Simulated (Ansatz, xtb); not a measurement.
**Relaxing a trial structure of H7InSi2**

The starting geometry of this gas-phase singlet has its atoms placed at random.

```yaml
atoms:
  - { symbol: In, position_ang: [-0.5871, 1.4398, -0.0052] }
  - { symbol: Si, position_ang: [1.2301, -0.7410, 1.0901] }
  - { symbol: Si, position_ang: [-1.2860, -0.9487, 0.7392] }
  - { symbol: H, position_ang: [-0.1562, 0.9794, -2.4021] }
  - { symbol: H, position_ang: [-0.5631, -0.3585, -1.0846] }
  - { symbol: H, position_ang: [1.1002, -0.4552, 2.3070] }
  - { symbol: H, position_ang: [-0.1060, -0.5296, 0.9163] }
  - { symbol: H, position_ang: [0.9978, 1.0425, 0.7783] }
  - { symbol: H, position_ang: [2.2004, 0.1501, 0.9915] }
  - { symbol: H, position_ang: [0.4333, 2.0662, -1.3354] }
```

Question: Guess where an optimisation with r2SCAN-D4/def2-SVP ends from this start.

Answer: It loosens into H5InSi2 + H2, which stay close as a complex. Distances that change by over a tenth: In1–Si3 (2.60 → 2.97 Å), In1–H5 (2.10 → 2.36 Å), Si2–H6 (1.26 → 1.50 Å), Si2–H9 (1.32 → 1.50 Å), Si3–H7 (1.26 → 1.56 Å). Contacts that open: In1–H8 (1.81 → 2.59 Å), In1–H10 (1.79 → 3.20 Å), Si2–H7 (1.36 → 2.98 Å). Contacts that close: Si2–Si3 (2.55 → 2.39 Å), Si2–H8 (1.83 → 1.54 Å), Si3–H5 (2.05 → 1.56 Å), H4–H10 (1.63 → 0.76 Å).

The energy falls by 10.66 eV over 23 steps:

| step | E − E(last) (eV) |
| --- | --- |
| 1 | 10.661 |
| 3 | 4.943 |
| 6 | 2.292 |
| 8 | 1.023 |
| 11 | 0.204 |
| 13 | 0.037 |
| 16 | 0.011 |
| 18 | 0.002 |
| 21 | 0.000 |
| 23 | 0.000 |

Final geometry (Å):

```yaml
atoms:
  - { symbol: In, position_ang: [-1.2954, 1.5629, 0.3881] }
  - { symbol: Si, position_ang: [1.2477, -0.1008, 1.0131] }
  - { symbol: Si, position_ang: [-0.7103, -1.3467, 0.4558] }
  - { symbol: H, position_ang: [0.7355, 1.1340, -2.0089] }
  - { symbol: H, position_ang: [-1.1366, -0.4873, -0.7736] }
  - { symbol: H, position_ang: [1.6896, -0.4715, 2.3930] }
  - { symbol: H, position_ang: [-1.6743, -0.5648, 1.3951] }
  - { symbol: H, position_ang: [1.2092, 1.4336, 1.0524] }
  - { symbol: H, position_ang: [2.3437, -0.3976, 0.0399] }
  - { symbol: H, position_ang: [0.8544, 1.8832, -1.9598] }
```

From the same start GFN2-xTB ends elsewhere, in pieces: H5InSi2 + H2.

From so rough a start the end depends on the optimiser's path, so another program may land elsewhere. The end wasn't checked by frequencies. Atoms past krypton carry core potentials, without spin–orbit terms. Run with Ansatz 0.2.0, 3 min on 1 thread of Intel(R) Xeon(R) Processor @ 2.50GHz (Skylake/Cascade Lake), with other jobs on the host.
